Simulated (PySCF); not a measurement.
C2Si, neutral, multiplicity 1. Atoms are numbered in the order given.

```xyz
3

Si     0.0000     0.0000    -0.7945
C      0.0000     0.6307     0.9269
C      0.0000    -0.6307     0.9269
```

The structure is a stationary point at ωB97X-D3(BJ)/def2-TZVP.

All values below come from PBE0/def2-TZVPD run with PySCF.

Isolated molecule, no solvent.

**Question.** Estimate the frontier levels, gap, dipole moment and polarisability. (Estimate from the structure and the level; the computed values follow.)

**Answer.** 
The highest occupied level comes out as -7.56 eV and the lowest empty level comes out as -3.35 eV. The orbital gap is 4.21 eV and the dipole moment comes out as 2.36 D. The quadrupole, principal values (traceless, Buckingham form, about the centre of nuclear charge) is -2.00, -0.88, 2.88 D·Å and the mean static polarisability is 44.6 bohr³ (6.61 Å³). The polarisability, principal values is 36.4, 45.7, 51.7 bohr³.
